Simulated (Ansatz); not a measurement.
`CSB(C)O` + CH₃NH₂ → `CNB(C)O` + CH₃SH  (ligand exchange at a B–S bond)

Computed with Ansatz on PBE0-D4/def2-TZVP structures; ΔE is electronic, products minus reactants. CCSD(T)/CBS is the MP2 limit (def2-TZVPP, def2-QZVPP) plus CCSD(T) − MP2 in def2-TZVPP, frozen cores. This one scheme is used for every species. DFT in def2-TZVPP. Each species was taken in one conformer, which may not be the lowest.

Task: Is it downhill or uphill in electronic energy at CCSD(T)/CBS, and by how much? (An estimate is asked.)

Result: The calculation gave: Downhill: ΔE = -0.37 eV.

Task: What do these levels give: r2SCAN-D4, r2SCAN, HF/def2-TZVPP, SCS-MP2/def2-TZVPP, CCSD(T)/def2-TZVPP, HF/CBS(def2)? (Best estimate.)

Result: The calculation gave: r2SCAN-D4 -0.34, r2SCAN -0.34, HF/def2-TZVPP -0.49, SCS-MP2/def2-TZVPP -0.38, CCSD(T)/def2-TZVPP -0.39, HF/CBS(def2) -0.49 eV.

Largest T1 diagnostic among the species: 0.012.

In def2-TZVPP, CCSD(T) changes the Hartree–Fock value by +0.10 eV (the triples alone add +0.03 eV) and MP2 by +0.14 eV. The D4 term adds +0.04 eV with B3LYP and +0.02 eV with PBE0; it sums over pairs of atoms, weighted by their polarisabilities, and B3LYP, whose exchange is more repulsive, gets the larger term.

B3LYP here is the variant with VWN-RPA as its local correlation; programs differ in this.
